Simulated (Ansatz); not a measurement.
Frontier orbitals of `[F][SbH][SeH]`.

Z-matrix (Å, degrees):
```
Sb
F 1 1.922
Se 1 2.540 2 99.4
H 1 1.715 2 92.2 3 93.3
H 3 1.468 1 94.4 2 69.2
```

Charge 0, multiplicity 1. Correlated methods include outer-core shells of Sb, Se, which these sets cover unevenly. Scalar relativity is left out up to krypton. Sb: def2 effective core potential. All single points use the PBE0-D4/def2-TZVP geometry. It is one conformer, not always the lowest. Basis def2-TZVPP, the Gaussian-basis code of Ansatz.

```json
{"functional": "PBE", "HOMO (eV)": "-6.30", "LUMO (eV)": "-2.23", "gap (eV)": "4.07"}
{"functional": "r2SCAN", "HOMO (eV)": "-6.59", "LUMO (eV)": "-2.03", "gap (eV)": "4.56"}
{"functional": "PBE0", "HOMO (eV)": "-7.45", "LUMO (eV)": "-1.47", "gap (eV)": "5.98"}
{"functional": "B3LYP", "HOMO (eV)": "-7.19", "LUMO (eV)": "-1.70", "gap (eV)": "5.49"}
{"functional": "r2SCANh", "HOMO (eV)": "-7.00", "LUMO (eV)": "-1.76", "gap (eV)": "5.24"}
{"functional": "LC-ωPBE", "HOMO (eV)": "-10.07", "LUMO (eV)": "0.59", "gap (eV)": "10.66"}
{"functional": "ωB97M-V", "HOMO (eV)": "-9.58", "LUMO (eV)": "0.30", "gap (eV)": "9.88"}
```

A quarter of exact exchange (PBE0) shifts PBE's HOMO by −1.15 eV and its LUMO by +0.75 eV; full exchange at long range (ωB97M-V) shifts them by −3.28 and +2.53 eV. The gap opens from 4.07 to 9.88 eV, since occupied levels lose self-interaction and empty ones feel all the electrons. A positive LUMO is unbound and depends on the basis.

B3LYP here is the variant with VWN-RPA as its local correlation; programs differ in this. LC-ωPBE has ω = 0.4 bohr⁻¹.
